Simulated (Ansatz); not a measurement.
The lowest singlet and triplet of CH2O (SMILES [CH]O); geometries from B3LYP-D3(BJ)/def2-TZVP, each state relaxed from the structure named, with no frequency check.
Singlet (charge 0, multiplicity 1):
```xyz
4

C      0.72521     0.19010    -0.00119
O     -0.57347     0.06850     0.00167
H      1.15855    -0.84268    -0.00572
H     -0.92207    -0.84593    -0.00050
```
Triplet (charge 0, multiplicity 3):
```xyz
4

C      0.6701     0.0753    -0.2974
O     -0.5461     0.0664     0.2428
H      1.5150    -0.4928     0.0966
H     -1.1663    -0.4905    -0.2548
```

A positive gap puts the triplet lower; no zero-point energy. R- takes a restricted singlet. The triplet is unrestricted in single-reference levels.

Cores are frozen in the correlated methods.

Codes used: Ansatz (Gaussian orbitals). Each number belongs to the level named beside it.

### Question
One of these levels gives -0.945 eV for the gap E(singlet) − E(triplet), adiabatic. Which?
A. R-PBE/def2-TZVPP
B. R-SVWN5/def2-TZVPP
C. R-CCSD(T)/cc-pVQZ

### Answer
C, R-CCSD(T)/cc-pVQZ. The others give -0.828 (R-SVWN5/def2-TZVPP), -0.741 (R-PBE/def2-TZVPP)

Doubts at one or more of the structures used: a restricted determinant that unrestricted orbitals would lower (R-CCSD(T)/cc-pVQZ).

Ansatz is a quantum-chemistry and plane-wave program.
